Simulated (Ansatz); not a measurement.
Relaxation of CH5BS2 (9 atoms, charge 0, multiplicity 1), to a largest force component of 0.015 eV/Å in at most 40 steps.

Computed with Ansatz, RKS BLYP-D4/6-31G*.

```xyz
9
Properties=species:S:1:pos:R:3:forces:R:3
B -1.245 1.221 0.512 0.04 -0.02 -0.03
S -0.960 0.141 -0.831 -0.23 -0.11 -0.91
C 0.324 -1.016 -0.198 -0.10 0.05 0.32
S -0.258 -2.714 0.075 0.36 -0.84 -0.60
H -2.036 2.062 0.349 -0.57 0.59 -0.09
H -0.653 1.082 1.508 0.39 -0.05 0.76
H 0.686 -0.603 0.740 0.34 0.18 0.21
H 1.131 -1.084 -0.924 0.29 0.01 -0.24
H -1.111 -2.416 1.054 -0.53 0.19 0.59
```

Q: Where does it end, and by what steps?

A: It converged. After 6 steps the energy has fallen by 0.085 eV; H7 moved furthest, 0.08 Å.

```tsv
step	energy less start (eV)	largest force component (eV/Å)	accepted
0	0.0000	0.915	yes
1	-0.0713	0.427	yes
2	-0.0751	0.315	yes
3	-0.0768	0.099	yes
4	-0.0840	0.066	yes
5	-0.0846	0.015	yes
6	-0.0847	0.003	yes
```

```xyz
9
Properties=species:S:1:pos:R:3
B -1.261 1.249 0.519
S -0.952 0.154 -0.850
C 0.341 -1.030 -0.193
S -0.253 -2.756 0.071
H -2.075 2.108 0.336
H -0.678 1.117 1.559
H 0.761 -0.606 0.728
H 1.133 -1.108 -0.950
H -1.137 -2.455 1.064
```

Time of the run: 18 s on 1 CPU thread of a shared host.
